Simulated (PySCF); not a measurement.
C6H6O, SMILES C1C=CO[C@@H]1C#C.

Coordinates come from a B3LYP-D3(BJ)/def2-SVP optimisation. The structure was generated by enumeration; whether it is a known compound was not checked. Other conformers were not sampled.

The numbers are results of PySCF with PBE/def2-TZVP, not measurements.

The molecule is in vacuum.

```yaml
total_energy: -307.09502 hartree
highest_occupied_level: -5.15 eV
lowest_empty_level: -0.76 eV
orbital_gap: 4.39 eV
dipole_moment: 1.15 D
quadrupole, principal values (traceless, Buckingham form, about the centre of nuclear charge): -4.59, -0.18, 4.76 D·Å
mean_static_polarisability: 69.8 bohr³ (10.35 Å³)
polarisability_principal_values: 55.4, 65.2, 88.8 bohr³
```
